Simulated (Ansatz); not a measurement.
Cost and result up the ladder for the cluster Cs3I4 (7 atoms). Charge 0, multiplicity 2. Geometry: PBE0-D4/def2-SVP.

```tsv
atom	x (Å)	y (Å)	z (Å)
Cs1	-0.0539	-3.0263	-0.6756
Cs2	-2.9988	1.2491	1.5642
Cs3	2.1851	0.8955	0.3046
I4	-0.3441	-1.0210	2.4668
I5	-0.6743	3.4203	-0.4179
I6	-1.4225	0.5692	-1.8239
I7	3.3085	-2.0867	-1.4183
```

Ansatz on 4 threads of Intel Xeon 6975P-C on a shared host. Times are rough, and most runs start from the orbitals of an earlier one. PBE0-D4/def2-TZVP serves as the yardstick here, not as an exact answer. Differences are given only for rows in sets of like size (and for xTB, whose basis is part of the method), since another set adds its own error. Binding counts from free atoms at the same level (Cs doublet, I doublet; other spins of the atoms weren't run), without zero-point energy or a counterpoise term.

In the def2 sets Cs, I take a core potential; there is no spin–orbit coupling. Correlated methods freeze 16 core orbitals; core or outer-core shells of Cs, I are correlated, in sets that lack core-valence functions. HOMO above LUMO, or a gap near zero within one spin, warns that the state may not be the lowest or that an electron is smeared out. In the doublet, I5 and I6 lie 3.27 Å apart (atoms count from 1), so these atoms are partly bonded to each other. The structure comes from a short search, and lower isomers may exist.

Correlated methods converge slowly with the basis.

```
                         level  functions  wall time
              PBE0-D4/def2-SVP        176      7.5 s
               PBE-D4/def2-SVP        176       13 s
           r2SCAN-D4/def2-TZVP        287       15 s
             PBE0-D4/def2-TZVP        287       16 s
           revPBE-D4/def2-TZVP        287       17 s
PBE-D4/def2-TZVP (with forces)        287       18 s
                 MP2/def2-TZVP        287       19 s
          r2SCANh-D4/def2-TZVP        287       22 s
             RPA@PBE/def2-TZVP        287       30 s
```

Task: Estimate what each level gives for the binding energy per atom (eV).

Result: 
| level | binding energy per atom (eV) | difference from PBE0-D4/def2-TZVP (eV) | remarks |
| --- | --- | --- | --- |
| PBE0-D4/def2-SVP | 2.10 | – | – |
| PBE-D4/def2-SVP | 2.09 | – | gap within one spin near zero |
| r2SCAN-D4/def2-TZVP | 2.13 | 0.04 | – |
| PBE0-D4/def2-TZVP | 2.09 | 0.00 | – |
| revPBE-D4/def2-TZVP | 2.00 | -0.09 | gap within one spin near zero |
| PBE-D4/def2-TZVP (with forces) | 2.09 | 0.00 | gap within one spin near zero |
| MP2/def2-TZVP | 2.09 | 0.00 | – |
| r2SCANh-D4/def2-TZVP | 2.12 | 0.03 | – |
| RPA@PBE/def2-TZVP | 1.82 | -0.28 | – |
